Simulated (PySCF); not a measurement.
PySCF input for TaOF₃, SMILES [F][Ta](=[O])([F])[F], multiplicity 1, B3LYP-D3(BJ)/def2-SVP. Geometry optimised at B3LYP-D3(BJ)/def2-SVP. The spin state was assumed, not searched. The isomer is the one that the SMILES or the coordinates give; other isomers of the formula were not compared. The def2 effective core potentials stand for the cores of Ta; spin–orbit coupling is left out.

```python
import numpy as np
from pyscf import gto, scf, dft, df
from pyscf.hessian import thermo

mol = gto.M(
    atom='''
    Ta    0.00000000    0.00000000   -0.01013572
    O     0.00000001    0.00000002   -1.72826244
    F    -1.55867189    0.89989963    0.53948175
    F     1.55867188    0.89989962    0.53948177
    F    -0.00000002   -1.79979927    0.53948174
    ''',
    basis='def2-SVP',
    ecp={'Ta': 'def2-svp'},
    charge=0,
    spin=0,
    max_memory=1600,
    verbose=3,
)
mf = dft.RKS(mol, xc='b3lyp').density_fit(auxbasis='def2-universal-jkfit')
mf.disp = 'd3bj'
mf.grids.level = 3
mf.conv_tol = 1e-11
mf.max_cycle = 100
mf.kernel()

# [left out here: the lines that compute and print the analytic Hessian (its translational invariance restored by hand, since the grid's response is missing), thermochemistry and intensities]
```

Log of the run:

```
converged SCF energy = -431.782054019513

WARN: DFTD3 does not support analytical Hessian, using finite difference


WARN: Mole.unit (angstrom) is changed to Bohr

Mode                                 0                   1                   2
Irrep
Freq [cm^-1]                      162.2108            162.2401            189.4278
Reduced mass [au]                  20.5339             20.5338             22.4275
Force const [Dyne/A]                0.3183              0.3184              0.4742
Char temp [K]                     233.3852            233.4274            272.5445
Normal mode                   x     y     z       x     y     z       x     y     z
       0  Ta                -0.02  0.00 -0.00   -0.00 -0.02  0.00   -0.00  0.00  0.03
       1   O                 0.01 -0.00 -0.00    0.00  0.01  0.00    0.00 -0.00  0.04
       2   F                 0.01  0.09 -0.03    0.09  0.12  0.02   -0.04  0.02 -0.11
       3   F                 0.01 -0.09  0.03   -0.09  0.12  0.02    0.04  0.02 -0.11
       4   F                 0.17  0.00  0.00    0.00 -0.04 -0.04    0.00 -0.05 -0.11
Mode                                 3                   4                   5
Irrep
Freq [cm^-1]                      259.0681            259.1519            700.7391
Reduced mass [au]                  17.8271             17.8270             19.5178
Force const [Dyne/A]                0.7050              0.7054              5.6467
Char temp [K]                     372.7414            372.8619           1008.2075
Normal mode                   x     y     z       x     y     z       x     y     z
       0  Ta                 0.00 -0.02  0.00    0.02  0.00  0.00    0.00  0.00 -0.01
       1   O                -0.00  0.20  0.00   -0.20 -0.00 -0.00   -0.00 -0.00  0.00
       2   F                 0.00  0.00 -0.05   -0.00 -0.00 -0.09   -0.11  0.06  0.04
       3   F                -0.00  0.00 -0.05   -0.00  0.00  0.09    0.11  0.06  0.04
       4   F                -0.00  0.00  0.11   -0.00 -0.00 -0.00   -0.00 -0.12  0.04
Mode                                 6                   7                   8
Irrep
Freq [cm^-1]                      703.7316            703.7461           1020.4943
Reduced mass [au]                  21.8322             21.8321             17.3042
Force const [Dyne/A]                6.3703              6.3706             10.6175
Char temp [K]                    1012.5131           1012.5340           1468.2640
Normal mode                   x     y     z       x     y     z       x     y     z
       0  Ta                -0.00  0.03  0.00   -0.03 -0.00 -0.00   -0.00  0.00  0.02
       1   O                 0.00 -0.01 -0.00    0.01  0.00  0.00    0.00 -0.00 -0.24
       2   F                 0.07 -0.05 -0.02    0.13 -0.07 -0.04   -0.01  0.00 -0.00
       3   F                -0.07 -0.05 -0.02    0.13  0.07  0.04    0.01  0.00 -0.00
       4   F                 0.00 -0.17  0.05    0.01  0.00 -0.00   -0.00 -0.01 -0.00
temperature 298.1500 [K]
pressure 101325.00 [Pa]
Rotational constants [GHz] 3.22515 3.22515 2.73735
Symmetry number 3
Zero-point energy (ZPE) 0.00948 [Eh]   24887.169 [J/mol]
                           tot       elec      trans        rot        vib
Entropy [J/mol/K]       329.489      0.000    177.803    103.105     48.580
Cv [J/mol/K]             74.958      0.000     12.472     12.472     50.015
Cp [J/mol/K]             83.273      0.000     20.786     12.472     50.015
Internal energy [J/mol]                      3718.434   3718.434  33127.333
Internal energy [Eh]   -431.76660  -431.78205
Enthalpy [J/mol]                             6197.391   3718.434  33127.333
Enthalpy [Eh]          -431.76566
Gibbs free energy [J/mol]                  -46814.542 -27022.454  18643.086
Gibbs free energy [Eh] -431.80308
static polarisability / bohr^3: [[ 2.9502e+01  0.0000e+00  0.0000e+00]
 [ 0.0000e+00  2.9502e+01 -1.0000e-03]
 [-0.0000e+00  0.0000e+00  3.5436e+01]]
largest difference of analytic and finite-field dipole derivatives / e: 0.0006885030168088946
mode   freq/cm-1   IR/(km/mol)   Raman/(A^4/amu)   depolarisation
   1      162.21        12.472             0.668            0.750
   2      162.24        12.469             0.669            0.750
   3      189.43        15.326             0.204            0.624
   4      259.07        11.671             1.982            0.750
   5      259.15        11.669             1.982            0.750
   6      700.74        47.144             5.116            0.025
   7      703.73       128.355             0.343            0.750
   8      703.75       128.376             0.342            0.750
   9     1020.49       125.289            18.227            0.074
max |gradient| / (hartree/bohr): 0.00013653642549486502
APT charges: [ 2.6331 -0.771  -0.6207 -0.6207 -0.6207]
```

Self-consistency was reached.

Cost: around 2.6 core-minutes (rough).
